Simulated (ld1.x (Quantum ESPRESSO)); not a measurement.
# u(r) = r·R(r): atom against pseudo-atom (lithium)

Columns: radius, all-electron u(r) and pseudo u(r) of the 2s shell (level -2.82 eV) of lithium in the configuration [He] 2s1 2p0; PBEsol, non-relativistic, TM scheme, ld1.x (Quantum ESPRESSO) 7.5.

| r (bohr) | all-electron | pseudo |
| --- | --- | --- |
| 0.210 | 0.1738 | -0.0307 |
| 0.420 | 0.1677 | -0.0621 |
| 0.630 | 0.0940 | -0.0949 |
| 0.840 | -0.0008 | -0.1303 |
| 1.050 | -0.0964 | -0.1700 |
| 1.260 | -0.1841 | -0.2161 |
| 1.470 | -0.2607 | -0.2693 |
| 1.680 | -0.3256 | -0.3263 |
| 1.890 | -0.3801 | -0.3801 |
| 2.100 | -0.4249 | -0.4249 |
| 2.310 | -0.4597 | -0.4597 |
| 2.520 | -0.4853 | -0.4853 |
| 2.730 | -0.5026 | -0.5026 |
| 2.940 | -0.5126 | -0.5126 |
| 3.150 | -0.5162 | -0.5162 |
| 3.360 | -0.5143 | -0.5143 |
| 3.570 | -0.5076 | -0.5076 |
| 3.780 | -0.4970 | -0.4970 |
| 3.990 | -0.4832 | -0.4832 |
| 4.200 | -0.4668 | -0.4668 |
| 4.410 | -0.4484 | -0.4484 |
| 4.620 | -0.4285 | -0.4285 |
| 4.830 | -0.4076 | -0.4076 |
| 5.040 | -0.3862 | -0.3862 |
| 5.250 | -0.3645 | -0.3645 |
| 5.460 | -0.3430 | -0.3430 |

**Question.** How many radial nodes do the two functions have?

**Answer.** The all-electron 2s function has n − l − 1 = 1; the pseudo-wave has 0, since the states of the same l below it are removed with the core.

**Question.** At about which radius was the pseudo-wave matched?

**Answer.** 1.95 bohr, where the columns begin to agree (steps of 0.21 bohr).

**Question.** Where does each function peak?

**Answer.** Outermost all-electron maximum near 3.15 bohr, pseudo maximum near 3.15 bohr (to the table’s step).

**Question.** Is the pseudo-wave norm-conserving?

**Answer.** Yes: the TM scheme keeps the norm inside the radius equal to the all-electron one, which fixes the energy derivative of the logarithmic derivative at the level.
